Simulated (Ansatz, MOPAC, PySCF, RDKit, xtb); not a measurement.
Noncovalent pair: C2H4 (SMILES C=C) (first 6 atoms) with C2H6 (SMILES CC); geometry from B3LYP-D3(BJ)/def2-TZVP, rigid monomers moved along the line of their centres of mass till C1···H11 is 3.49 Å.
(charge 0, multiplicity 1):
```xyz
14

C      0.2460     0.6366    -0.0265
C     -0.2483    -0.5669     0.2207
H     -0.3875     1.5142    -0.0716
H      1.3048     0.7946    -0.1928
H      0.3852    -1.4443     0.2687
H     -1.3063    -0.7249     0.3906
C      0.3484     0.6454     4.4239
C     -0.3456    -0.7105     4.3426
H      1.3205     0.5648     4.9148
H     -0.2480     1.3635     4.9906
H      0.5118     1.0594     3.4278
H      0.2492    -1.4250     3.7706
H     -1.3173    -0.6284     3.8519
H     -0.5104    -1.1350     5.3352
```

```csv
level,interaction energy (kcal/mol),cost
MMFF94,-0.55,-
AM1,0.18,-
PM7,-0.90,-
GFN2-xTB,-0.72,-
PBE/def2-TZVPPD,-0.31,×1
r2SCAN-D4/def2-TZVPPD,-0.73,×2
B3LYP/6-311+G** (no counterpoise),0.23,-
B3LYP-D3(BJ)/def2-TZVPPD,-0.72,×1
PBE0/def2-TZVPPD,-0.22,×1
PBE0-D4/def2-TZVPPD,-0.88,×1
wB97X-V/def2-TZVPPD,-0.76,×3
wB97M-V/def2-TZVPPD,-0.69,×3
SCS-MP2/aug-cc-pVDZ,-0.51,-
CCSD(T)/aug-cc-pVDZ,-0.67,×10
```

The rows run from -0.90 (PM7) to 0.23 kcal/mol (B3LYP/6-311+G** (no counterpoise)). The dispersion term adds -0.66 in PBE0-D4. The 4 functionals in def2-TZVPPD without D3 or D4 span 0.53, from wB97X-V to PBE0.

Interaction energies are E(AB) − E(A) − E(B) at the monomers' geometry in the complex; basis-set methods are counterpoise corrected. Rows marked so take none.

Cores are frozen in the correlated methods. Rows in 6-311+G** carry no dispersion term and start afresh at each structure. The state reached by AM1, PM7 isn't checked; PM7 holds dispersion and hydrogen-bond terms.

Codes used: Ansatz (Gaussian orbitals); MOPAC for AM1, PM7 (differences of heats of formation); PySCF for 6-311+G** rows, the dispersion terms; RDKit for the force fields; xtb for the GFN methods. Values without a source in brackets are computed.

Costs are rough ratios of core time to PBE/def2-TZVPPD (about 9 s over the structures, on one shared machine); a dash marks a level with no comparable run of its own.

Ansatz is an electronic-structure program.
